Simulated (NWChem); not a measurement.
Molecule: HfO; SMILES [O]=[Hf]

```xyz
2

Hf     0.0000     0.0000    -0.1684
O      0.0000     0.0000     1.5527
```
Atoms are numbered in this order, from 1.

Geometry: optimised at PBE0-D3(BJ)/def2-TZVP. def2 effective core potentials on Hf; no spin-orbit coupling.

### Question
List the 4 lowest vertical singlet excitations from PBE0/def2-TZVPD with def2 effective core potentials on Hf, TDA (NWChem).

### Answer
```csv
state,energy (eV),oscillator strength,leading excitation (squared amplitude)
S1,2.03,0.000,HOMO → LUMO (1.00)
S2,2.03,0.000,HOMO → LUMO+1 (1.00)
S3,3.33,0.239,HOMO → LUMO+2 (0.86)
S4,3.33,0.239,HOMO → LUMO+3 (0.86)
```
